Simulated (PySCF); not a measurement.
C3H6N2Si, SMILES CC1=NC=N[SiH2]1.

Geometry: PBE0-D3(BJ)/def2-SVP. This is a generated structure with no PubChem entry under its InChIKey; it may be hypothetical.

Level of theory: PySCF with CAM-B3LYP/def2-TZVP.

Gas-phase values at a fixed geometry.

Problem. Estimate the frontier levels, gap, dipole moment and polarisability. (The exact figures need the calculation; the answer reports its results.)

Solution. 
```json
{
 "highest_occupied_level": "-8.77 eV",
 "lowest_empty_level": "-0.93 eV",
 "orbital_gap": "7.85 eV",
 "dipole_moment": "2.58 D",
 "quadrupole, principal values (traceless, Buckingham form, about the centre of nuclear charge)": "-5.50, 1.16, 4.35 D·Å",
 "mean_static_polarisability": "70.1 bohr³ (10.39 Å³)",
 "polarisability_principal_values": "51.7, 78.0, 80.7 bohr³"
}
```
